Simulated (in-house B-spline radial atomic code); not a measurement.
**Ionising Lu³⁺ with different functionals**

Computed with an all-electron radial atomic-structure program (B-spline basis): scalar-relativistic (spin-free X2C) Hamiltonian, Fermi nucleus of rms radius 5.37 fm, spin-polarised at highest spin, spherical fractional occupations for the functionals, the average over the highest-spin determinants for Hartree-Fock. The ionisation energy is the difference of two self-consistent energies, [Xe] 4f14 → [Xe] 4f13, without Breit or QED terms; ε is the level of the shell that loses the electron (its least bound occupied spin orbital). There is no spin-orbit coupling in this Hamiltonian.

Hybrids are left out here: with spherical fractional occupations of an open shell their exact exchange keeps a self-interaction that integer-occupation calculations don't have.

| method | rung | ΔSCF (eV) | -ε(4f) (eV) |
| --- | --- | --- | --- |
| Hartree-Fock | Hartree-Fock | 41.82 | 48.75 |
| LDA VWN5 | LDA | 46.82 | 36.56 |
| LDA PW92 | LDA | 46.82 | 36.55 |
| LDA exchange-only | LDA | 44.91 | 34.73 |
| PBE | GGA | ? | ? |
| PBEsol | GGA | 46.49 | 36.24 |
| BLYP | GGA | 46.25 | 36.02 |
| RPBE | GGA | 46.36 | 36.11 |
| PW91 | GGA | 46.54 | 36.29 |
| BP86 | GGA | 46.54 | 36.29 |
| AM05 | GGA | 46.55 | 36.29 |
| OLYP | GGA | 46.96 | 36.65 |
| TPSS | meta-GGA | 46.22 | 35.98 |
| SCAN | meta-GGA | ? | ? |
| r2SCAN | meta-GGA | 46.37 | 36.13 |
| revTPSS | meta-GGA | 46.23 | 35.98 |

What does SCAN give?

ΔSCF 46.54 eV, and -ε(4f) = 36.35 eV.

What does PBE give?

ΔSCF 46.43 eV, and -ε(4f) = 36.19 eV.

How do they compare with the NIST value?

NIST lists 45.25 eV ± 0.025 (semi-empirical, ground level to ground level). Errors run from -3.43 to +1.71 eV. The correlated functionals all miss on the same side by more than they spread, so the cause is common to them (spin-orbit coupling, Breit-QED terms, multiplet and fine-structure energies, or a listed next ion that isn't the cheapest removal here) and closeness doesn't rank the functionals. Hartree-Fock also lacks correlation.
